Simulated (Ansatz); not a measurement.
Geometry optimisation, RKS revPBE-D4/cc-pVDZ (Ansatz).

input.yaml

```yaml
crystal:
  periodic: [false, false, false]
  atoms:
    - { symbol: C, position_ang: [0.3969, 0.4811, -0.9137] }
    - { symbol: "N", position_ang: [0.2175, -0.7457, -0.2104] }
    - { symbol: B, position_ang: [-0.1451, -0.4896, 1.2477] }
    - { symbol: Cl, position_ang: [-1.658, 0.2615, 1.7456] }
    - { symbol: H, position_ang: [0.6127, 0.3139, -2.0024] }
    - { symbol: H, position_ang: [-0.6081, 1.1116, -0.9115] }
    - { symbol: H, position_ang: [1.1908, 1.1454, -0.4839] }
    - { symbol: H, position_ang: [-0.5409, -1.2551, -0.6313] }
    - { symbol: H, position_ang: [0.6227, -0.8695, 2.1427] }
basis:
  gaussian: { orbitals: cc-pVDZ }
hamiltonian:
  xc: revpbe
  dispersion: d4
relax:
  f_tol: 0.015
  max_steps: 40
output:
  orbitals: {}
```

Run as:

```bash
$ ansatz run input.yaml --threads 1 --pin off --max-ram 2048MiB --backend cpu --events-out ev --progress --plain --runs-dir out
```

**Question.** Where does it end, and by what steps?

**Answer.** The forces met the threshold. After 12 steps the energy has fallen by 1.436 eV; Cl4 moved furthest, 1.65 Å.

```
step  energy less start (eV)  largest force component (eV/Å)  accepted
   0                  0.0000                           2.827       yes
   1                 -0.2113                           1.324       yes
   2                 -0.3328                           0.727       yes
   3                 -0.4768                           0.984       yes
   4                 -0.6591                           0.822       yes
   5                 -0.8607                           0.767       yes
   6                 -1.0558                           0.654       yes
   7                 -1.2247                           0.541       yes
   8                 -1.3466                           0.385       yes
   9                 -1.4170                           0.256       yes
  10                 -1.4210                           0.281       yes
  11                 -1.4309                           0.254       yes
  12                 -1.4363                           0.011       yes
```

```xyz
9
Properties=species:S:1:pos:R:3
C 0.516 0.485 -0.985
N -0.408 -0.227 -0.109
B -0.263 -0.416 1.268
Cl -1.525 -1.332 2.160
H 0.911 -0.178 -1.785
H 0.027 1.357 -1.471
H 1.371 0.855 -0.390
H -1.231 -0.614 -0.579
H 0.690 0.022 1.873
```

Time of the run: 44 s on 1 CPU thread of a shared host.
